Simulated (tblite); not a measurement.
Question: Give a GFN2-xTB geometry of `F[Si@H]1C[Si@@H](C#C[SiH3])C1`.

Answer: 
```
atom  x, y, z in Å
F1    -2.146   -2.379   -0.075
Si2   -2.631   -0.866    0.236
C3    -1.646   -0.116    1.688
Si4   -0.696    1.069    0.502
C5     1.089    0.626    0.329
C6     2.252    0.305    0.218
Si7    4.025   -0.194    0.050
C8    -1.781    0.380   -0.933
H9    -4.078   -0.979    0.289
H10   -2.252    0.394    2.433
H11   -1.020   -0.823    2.225
H12   -0.840    2.502    0.781
H13    4.135   -1.130   -1.072
H14    4.440   -0.833    1.302
H15    4.817    1.013   -0.203
H16   -2.448    1.114   -1.376
H17   -1.226   -0.071   -1.752
```

Any rigid rotation of these coordinates is as good. Atoms count from 1 in this order. Si7 (SiH3 silicon) is tetrahedral (angles from 108.1° to 110.8°). The 4-membered ring Si2–C3–Si4–C8 has internal angles of 87.8° to 91.6°; it is almost planar, 0.03 Å rms from its mean plane, widest ring torsion 3°. Si4 (SiH silicon) has angles from 87.8° to 115.9°. The 6 C–Si bonds span 1.848 Å (Si4–C5, drawn single) to 1.927 Å (C3–Si4, drawn single), a spread of 0.079 Å.

Bonds between heavy atoms (Å): F1–Si2 1.620, Si2–C3 1.908, C3–Si4 1.927, Si4–C5 1.848, C5≡C6 1.211, C6–Si7 1.849, Si4–C8 1.926, Si2–C8 1.908.

Structure optimised with GFN2-xTB, isolated species.

Its lowest GFN2-xTB frequency is 10i cm⁻¹, too small to tell a flat minimum from a shallow saddle.

All values are computed, not measured.
